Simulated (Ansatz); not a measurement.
Ansatz (a quantum-chemistry and plane-wave program) input (PBE0/def2-TZVP):

Ansatz 0.2 input:
```yaml
crystal:
  periodic: [false, false, false]
  atoms:
    - {symbol: Zr, position_ang: [-0.04827567, -0.00636886, 0.02062075]}
    - {symbol: H, position_ang: [1.30674058, -0.37105990, 1.13653967]}
    - {symbol: H, position_ang: [0.31890802, 1.65277099, -0.55102136]}
    - {symbol: H, position_ang: [0.30537809, -1.02695673, -1.41034851]}
basis:
  gaussian:
    orbitals: def2-TZVP
hamiltonian:
  xc: {name: PBE0}
total_charge: 1
```

End of the output:

```
integrals: 0.01 GiB planned
531 factors; their error is unknown
mean field: 0.13 GiB planned
mean field evaluation 1: about -1316.6451 eV, gradient 2.2e1 eV
mean field evaluation 2: about -1316.7115 eV, gradient 2.3e1 eV
mean field evaluation 4: about -1318.1813 eV, gradient 1.2e0 eV
mean field evaluation 8: about -1318.1990 eV, gradient 4.8e-3 eV
mean field -1318.19899705 eV, -48.4429196343 hartree, gradient 2.5e-5 eV, S^2 0.000000; 0 other end points of the search recorded, 0 dependent functions left out
reference -1318.19902351 eV, -48.4429206064 hartree; 7, 7 occupied and 51, 51 virtual orbitals, 531 factors
Total energy: -1318.19902351 eV, -48.4429206064 hartree
```

The spin state was set by rule; other spins were not relaxed.
